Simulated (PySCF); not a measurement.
Structure problem from calculated spectra and properties.

Elements present: C, F, H and O. Monoisotopic mass: 140.0274 u.

* Rotational structure: rotational constants A, B, C: 2.655, 0.938, 0.693 GHz [PBE0-D3(BJ)/def2-SVP]
* 13C NMR: chemical shifts (computed TMS as zero) by class: 174.3 (1 C), 172.0 (1 C), 138.6 (1 C), 138.4 (1 C), 136.4 (1 C), 129.7 (1 C), 126.0 (1 C) ppm [GIAO CAM-B3LYP/pcSseg-1]
* UV, strongest line: among the 10 lowest singlet transitions: S4 at 6.71 eV (185 nm, f = 0.456) [TDDFT CAM-B3LYP/def2-SVPD]
* UV, first state: lowest singlet excitation: 4.97 eV (249 nm, f = 0.045) [TDDFT CAM-B3LYP/def2-SVPD]
* Couplings: largest of the computed one-bond spin–spin couplings (means over like bonds): 19F–13C -316.2, 13C–1H +176.1, 13C–1H +174.4, 13C–1H +170.7, 13C–1H +170.6, 17O–1H -78.2 Hz [B3LYP/pcJ-1, spin–dipole term left out for some pairs]
* 1H NMR: chemical shifts (computed TMS as zero) by class: 8.23 (1 H), 7.91 (1 H), 7.54 (1 H), 7.37 (1 H), 5.99 (1 H) ppm [GIAO CAM-B3LYP/pcSseg-1]
* Polarisability: 87.5 au [CAM-B3LYP/def2-SVPD]

Gas-phase values; electronic properties from PySCF, density fitting. Levels stand in brackets. One conformer (not necessarily the lowest) at the PBE0-D3(BJ)/def2-SVP geometry, without solvent, vibrations or thermal averaging. NMR classes are plain means over equivalent atoms (diastereotopic ones count apart unless rotation or inversion swaps them), as if these changed places fast.

Problem. Which formula fits the mass and the elements?

Solution. C7H5FO2 (calculated 140.0274). No other formula that holds each of these elements comes within 0.0003 u with a fitting electron parity and a possible valence count.

Problem. What is the compound? Reason from the data.

Solution. Numbering: `[O:1]=[C:2]([OH:3])[c:4]1[cH:5][cH:6][cH:7][c:8]([F:9])[cH:10]1`. Its formula, C7H5FO2, gives 5 degrees of unsaturation: 1 ring and 4 π bonds in the structure found (Kekulé form). 7 carbons fall into 7 classes; from least to most shielded: aromatic C–F carbon [C8] (174.3 ppm), carboxylic acid carbon [C2] (172.0 ppm), aromatic CH carbon [C6] (138.6 ppm), substituted aromatic carbon [C4] (138.4 ppm), aromatic CH carbon [C5] (136.4 ppm), aromatic CH carbon [C7] (129.7 ppm), aromatic CH carbon [C10] (126.0 ppm). Hydrogen classes from least to most shielded: 1 H on an aromatic CH carbon, C5 (8.23 ppm), 1 H on an aromatic CH carbon, C10 (7.91 ppm), 1 H on an aromatic CH carbon, C6 (7.54 ppm), 1 H on an aromatic CH carbon, C7 (7.37 ppm), 1 H on an acid hydroxyl oxygen, O3 (5.99 ppm). The couplings run between: -316.2 Hz, aryl fluorine [F9] and aromatic C–F carbon [C8]; +176.1 Hz, aromatic CH carbon [C5] and its hydrogen; +174.4 Hz, aromatic CH carbon [C10] and its hydrogen; +170.7 Hz, aromatic CH carbon [C7] and its hydrogen; +170.6 Hz, aromatic CH carbon [C6] and its hydrogen; -78.2 Hz, acid hydroxyl oxygen [O3] and its hydrogen. The optimised geometry has point group Cs and is an asymmetric top. Structure: `O=C(O)C1=CC=CC(F)=C1`. Computed isomers that give other values at the same levels: `O=C(O)c1ccc(F)cc1` (rotational constant A: 3.882 GHz; this holds for the one conformer computed); `C=Cc1cc(F)oc(=O)c1` (rotational constant A: 1.968 GHz; this holds for the one conformer computed); `C#CC1=COC(CF)=CO1` (lowest singlet excitation: 3.76 eV (329 nm, f = 0.018)). The assignments are read from this structure; whether some other isomer fits the data as well wasn't checked.

Shape of the structure used: `[O:1]=[C:2]([OH:3])[c:4]1[cH:5][cH:6][cH:7][c:8]([F:9])[cH:10]1`: O1–C2–C4–C5 -1°, H–O3–C2–O1 0°.
